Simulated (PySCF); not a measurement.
C$_{2}$H$_{6}$AlF (SMILES [CH3][Al]([CH3])[F]), singlet, geometry from GFN2-xTB (such geometries of metal compounds can be far from the true shape), atoms displaced at random by about 0.08 Å a coordinate; B3LYP/6-31G, gradient by finite differences (PySCF).

Here is a job for PySCF.
```python
from pyscf import gto, scf, dft

mol = gto.Mole()
mol.atom = '''
    Al   -0.002429   -0.001082    0.042685
    C     1.738034   -0.181013   -0.770697
    H     2.097673   -1.258985   -0.527649
    H     2.636523    0.413693   -0.327707
    H     1.779242    0.019682   -1.699990
    C    -0.772906   -0.573636    1.783651
    H    -1.366000   -1.344128    1.779721
    H    -1.199335    0.312737    2.199220
    H     0.028559   -0.871002    2.381664
    F    -0.979551    0.750182   -0.971802
'''
mol.basis = '6-31g'
mol.charge = 0
mol.spin = 0
mol.verbose = 4
mol.build()

mf = dft.RKS(mol)
mf.xc = 'b3lyp'
mf.conv_tol = 1e-11
mf.kernel()
scan, done = mf.as_scanner(), []
scan.scf_summary = {}
def energy(d):
    c = mol.atom_coords()
    c[3, 2] += d
    e = scan(mol.set_geom_(c, unit='Bohr', inplace=False))
    done.append(scan.converged)
    return e
h = 1e-5
fd = (energy(h) - energy(-h)) / (2 * h)
print('dE/dx =', fd)
```

The log (banner, timings and long lists left out):

```
PySCF version 2.14.0

[INPUT] verbose = 4
[INPUT] num. atoms = 10
[INPUT] num. electrons = 40
[INPUT] charge = 0
[INPUT] spin (= nelec alpha-beta = 2S) = 0
[INPUT] symmetry False subgroup None
[INPUT] Mole.unit = angstrom
[INPUT] Symbol           X                Y                Z      unit          X                Y                Z       unit  Magmom
[INPUT]  1 Al    -0.002429000000  -0.001082000000   0.042685000000 AA   -0.004590144757  -0.002044683667   0.080662959627 Bohr   0.0
[INPUT]  2 C      1.738034000000  -0.181013000000  -0.770697000000 AA    3.284408255182  -0.342064994986  -1.456406255024 Bohr   0.0
[INPUT]  3 H      2.097673000000  -1.258985000000  -0.527649000000 AA    3.964027468895  -2.379136844936  -0.997112099901 Bohr   0.0
[INPUT]  4 H      2.636523000000   0.413693000000  -0.327707000000 AA    4.982306391117   0.781766469650  -0.619276479103 Bohr   0.0
[INPUT]  5 H      1.779242000000   0.019682000000  -1.699990000000 AA    3.362280089323   0.037193589584  -3.212515514499 Bohr   0.0
[INPUT]  6 C     -0.772906000000  -0.573636000000   1.783651000000 AA   -1.460580660033  -1.084014935191   3.370611891807 Bohr   0.0
[INPUT]  7 H     -1.366000000000  -1.344128000000   1.779721000000 AA   -2.581365886156  -2.540033796359   3.363185268137 Bohr   0.0
[INPUT]  8 H     -1.199335000000   0.312737000000   2.199220000000 AA   -2.266414681605   0.590987279018   4.155923487666 Bohr   0.0
[INPUT]  9 H      0.028559000000  -0.871002000000   2.381664000000 AA    0.053968688391  -1.645955233948   4.500692680736 Bohr   0.0
[INPUT] 10 F     -0.979551000000   0.750182000000  -0.971802000000 AA   -1.851083115044   1.417638523578  -1.836439627305 Bohr   0.0

nuclear repulsion = 155.740003158243
number of shells = 34
number of NR pGTOs = 136
number of NR cGTOs = 52
basis = 6-31g
ecp = {}

******** <class 'pyscf.dft.rks.RKS'> ********
method = RKS
initial guess = minao
damping factor = 0
level_shift factor = 0
DIIS = <class 'pyscf.scf.diis.CDIIS'>
diis_start_cycle = 1
diis_space = 8
diis_damp = 0
SCF conv_tol = 1e-11
SCF conv_tol_grad = None
SCF max_cycles = 50
direct_scf = True
direct_scf_tol = 1e-13
XC library pyscf.dft.libxc version 7.1.2
    S. Lehtola, C. Steigemann, M. J. T. Oliveira, and M. A. L. Marques,  SoftwareX 7, 1–5 (2018)
XC functionals = b3lyp
    P. J. Stephens, F. J. Devlin, C. F. Chabalowski, and M. J. Frisch,  J. Phys. Chem. 98, 11623 (1994)
radial grids:
    Treutler-Ahlrichs [JCP 102, 346 (1995); DOI:10.1063/1.469408] (M4) radial grids

becke partition: Becke, JCP 88, 2547 (1988); DOI:10.1063/1.454033
pruning grids: <function nwchem_prune>
grids dens level: 3
symmetrized grids: False
atomic radii adjust function: <function treutler_atomic_radii_adjust>
small_rho_cutoff = 0
Set gradient conv threshold to 3.16228e-06
Initial guess from minao.
tot grids = 120528
init E= -422.192961090562
  HOMO = -0.343829272114432  LUMO = -0.0487559352463803  gap/eV = 8.02935
cycle= 1 E= -421.932004896766  delta_E= 0.261  |g|= 0.854  |ddm|= 2.59
  HOMO = -0.169349380195634  LUMO = 0.00795403835528141  gap/eV = 4.82467
cycle= 2 E= -421.732288195833  delta_E=  0.2  |g|= 1.37  |ddm|= 1.75
  HOMO = -0.265974625534231  LUMO = -0.0206941425716372  gap/eV = 6.67442
cycle= 3 E= -422.080650245233  delta_E= -0.348  |g|= 0.193  |ddm|= 1.11
  HOMO = -0.283073869308326  LUMO = -0.019738691916199  gap/eV = 7.16572
cycle= 4 E= -422.08886660596  delta_E= -0.00822  |g|= 0.0273  |ddm|= 0.173
  HOMO = -0.279580878889514  LUMO = -0.0180992325330052  gap/eV = 7.11528
cycle= 5 E= -422.089044708182  delta_E= -0.000178  |g|= 0.00367  |ddm|= 0.0241
  HOMO = -0.279652593309636  LUMO = -0.0183388321411668  gap/eV = 7.11071
cycle= 6 E= -422.089047171852  delta_E= -2.46e-06  |g|= 0.00162  |ddm|= 0.00458
  HOMO = -0.279642755380153  LUMO = -0.0183377545545256  gap/eV = 7.11047
cycle= 7 E= -422.089047866181  delta_E= -6.94e-07  |g|= 0.000174  |ddm|= 0.00156
  HOMO = -0.279630818640082  LUMO = -0.0183168180956679  gap/eV = 7.11072
cycle= 8 E= -422.089047877067  delta_E= -1.09e-08  |g|= 2.33e-05  |ddm|= 0.00031
  HOMO = -0.279634975699502  LUMO = -0.0183198838338459  gap/eV = 7.11075
cycle= 9 E= -422.089047877207  delta_E= -1.4e-10  |g|= 2.57e-06  |ddm|= 3.27e-05
  HOMO = -0.279634515630197  LUMO = -0.0183194254476404  gap/eV = 7.11075
cycle= 10 E= -422.089047877209  delta_E= -2.39e-12  |g|= 5.19e-07  |ddm|= 4.34e-06
  HOMO = -0.27963457557032  LUMO = -0.0183194981856145  gap/eV = 7.11075
Extra cycle  E= -422.089047877208  delta_E= 9.09e-13  |g|= 6.21e-07  |ddm|= 1.54e-06
converged SCF energy = -422.089047877208
Create scanner for <class 'pyscf.dft.rks.RKS'>

WARN: Mole.unit (angstrom) is changed to Bohr

New geometry
   1 Al    -0.002429000000  -0.001082000000   0.042685000000 AA   -0.004590144757  -0.002044683667   0.080662959627 Bohr
   2 C      1.738034000000  -0.181013000000  -0.770697000000 AA    3.284408255182  -0.342064994986  -1.456406255024 Bohr
   3 H      2.097673000000  -1.258985000000  -0.527649000000 AA    3.964027468895  -2.379136844936  -0.997112099901 Bohr
   4 H      2.636523000000   0.413693000000  -0.327701708228 AA    4.982306391117   0.781766469650  -0.619266479103 Bohr
   5 H      1.779242000000   0.019682000000  -1.699990000000 AA    3.362280089323   0.037193589584  -3.212515514499 Bohr
   6 C     -0.772906000000  -0.573636000000   1.783651000000 AA   -1.460580660033  -1.084014935191   3.370611891807 Bohr
   7 H     -1.366000000000  -1.344128000000   1.779721000000 AA   -2.581365886156  -2.540033796359   3.363185268137 Bohr
   8 H     -1.199335000000   0.312737000000   2.199220000000 AA   -2.266414681605   0.590987279018   4.155923487666 Bohr
   9 H      0.028559000000  -0.871002000000   2.381664000000 AA    0.053968688391  -1.645955233948   4.500692680736 Bohr
  10 F     -0.979551000000   0.750182000000  -0.971802000000 AA   -1.851083115044   1.417638523578  -1.836439627305 Bohr

******** <class 'pyscf.scf.hf.RKS_Scanner'> ********
method = RKS_Scanner
initial guess = minao
damping factor = 0
level_shift factor = 0
DIIS = <class 'pyscf.scf.diis.CDIIS'>
diis_start_cycle = 1
diis_space = 8
diis_damp = 0
SCF conv_tol = 1e-11
SCF conv_tol_grad = None
SCF max_cycles = 50
direct_scf = True
direct_scf_tol = 1e-13
XC library pyscf.dft.libxc version 7.1.2
    S. Lehtola, C. Steigemann, M. J. T. Oliveira, and M. A. L. Marques,  SoftwareX 7, 1–5 (2018)
XC functionals = b3lyp
    P. J. Stephens, F. J. Devlin, C. F. Chabalowski, and M. J. Frisch,  J. Phys. Chem. 98, 11623 (1994)
radial grids:
    Treutler-Ahlrichs [JCP 102, 346 (1995); DOI:10.1063/1.469408] (M4) radial grids

becke partition: Becke, JCP 88, 2547 (1988); DOI:10.1063/1.454033
pruning grids: <function nwchem_prune>
grids dens level: 3
symmetrized grids: False
atomic radii adjust function: <function treutler_atomic_radii_adjust>
small_rho_cutoff = 0
Set gradient conv threshold to 3.16228e-06
tot grids = 120528
init E= -422.089047417349
  HOMO = -0.279634610435861  LUMO = -0.0183195558790057  gap/eV = 7.11074
cycle= 1 E= -422.089047826638  delta_E= -4.09e-07  |g|= 1.07e-06  |ddm|= 3.12e-06
  HOMO = -0.279634538400935  LUMO = -0.0183194599869509  gap/eV = 7.11075
cycle= 2 E= -422.089047826638  delta_E= -1.14e-13  |g|= 1.62e-06  |ddm|= 2e-06
  HOMO = -0.279634517557735  LUMO = -0.0183194833634197  gap/eV = 7.11074
Extra cycle  E= -422.089047826635  delta_E= 2.73e-12  |g|= 2.64e-06  |ddm|= 2.9e-06
converged SCF energy = -422.089047826635

WARN: Mole.unit (angstrom) is changed to Bohr

New geometry
   1 Al    -0.002429000000  -0.001082000000   0.042685000000 AA   -0.004590144757  -0.002044683667   0.080662959627 Bohr
   2 C      1.738034000000  -0.181013000000  -0.770697000000 AA    3.284408255182  -0.342064994986  -1.456406255024 Bohr
   3 H      2.097673000000  -1.258985000000  -0.527649000000 AA    3.964027468895  -2.379136844936  -0.997112099901 Bohr
   4 H      2.636523000000   0.413693000000  -0.327712291772 AA    4.982306391117   0.781766469650  -0.619286479103 Bohr
   5 H      1.779242000000   0.019682000000  -1.699990000000 AA    3.362280089323   0.037193589584  -3.212515514499 Bohr
   6 C     -0.772906000000  -0.573636000000   1.783651000000 AA   -1.460580660033  -1.084014935191   3.370611891807 Bohr
   7 H     -1.366000000000  -1.344128000000   1.779721000000 AA   -2.581365886156  -2.540033796359   3.363185268137 Bohr
   8 H     -1.199335000000   0.312737000000   2.199220000000 AA   -2.266414681605   0.590987279018   4.155923487666 Bohr
   9 H      0.028559000000  -0.871002000000   2.381664000000 AA    0.053968688391  -1.645955233948   4.500692680736 Bohr
  10 F     -0.979551000000   0.750182000000  -0.971802000000 AA   -1.851083115044   1.417638523578  -1.836439627305 Bohr

******** <class 'pyscf.scf.hf.RKS_Scanner'> ********
method = RKS_Scanner
initial guess = minao
damping factor = 0
level_shift factor = 0
DIIS = <class 'pyscf.scf.diis.CDIIS'>
diis_start_cycle = 1
diis_space = 8
diis_damp = 0
SCF conv_tol = 1e-11
SCF conv_tol_grad = None
SCF max_cycles = 50
direct_scf = True
direct_scf_tol = 1e-13
XC library pyscf.dft.libxc version 7.1.2
    S. Lehtola, C. Steigemann, M. J. T. Oliveira, and M. A. L. Marques,  SoftwareX 7, 1–5 (2018)
XC functionals = b3lyp
    P. J. Stephens, F. J. Devlin, C. F. Chabalowski, and M. J. Frisch,  J. Phys. Chem. 98, 11623 (1994)
radial grids:
    Treutler-Ahlrichs [JCP 102, 346 (1995); DOI:10.1063/1.469408] (M4) radial grids

becke partition: Becke, JCP 88, 2547 (1988); DOI:10.1063/1.454033
pruning grids: <function nwchem_prune>
grids dens level: 3
symmetrized grids: False
atomic radii adjust function: <function treutler_atomic_radii_adjust>
small_rho_cutoff = 0
Set gradient conv threshold to 3.16228e-06
tot grids = 120528
init E= -422.089048746337
  HOMO = -0.279634438718236  LUMO = -0.0183192633694196  gap/eV = 7.11075
cycle= 1 E= -422.08904792777  delta_E= 8.19e-07  |g|= 4.43e-06  |ddm|= 7.67e-06
  HOMO = -0.279634527456814  LUMO = -0.0183195359316681  gap/eV = 7.11074
cycle= 2 E= -422.089047927763  delta_E= 6.93e-12  |g|= 7.1e-06  |ddm|= 7.92e-06
  HOMO = -0.279634581784151  LUMO = -0.018319480677788  gap/eV = 7.11075
cycle= 3 E= -422.089047927773  delta_E= -1.02e-11  |g|= 1.8e-07  |ddm|= 4.89e-06
  HOMO = -0.279634593465846  LUMO = -0.0183194884032862  gap/eV = 7.11075
cycle= 4 E= -422.089047927772  delta_E= 9.09e-13  |g|= 6.93e-08  |ddm|= 2.86e-07
  HOMO = -0.279634581433871  LUMO = -0.0183194827834381  gap/eV = 7.11075
Extra cycle  E= -422.089047927773  delta_E= -5.68e-13  |g|= 9.53e-08  |ddm|= 1.5e-07
converged SCF energy = -422.089047927773
dE/dx = 0.005056861596131057
```
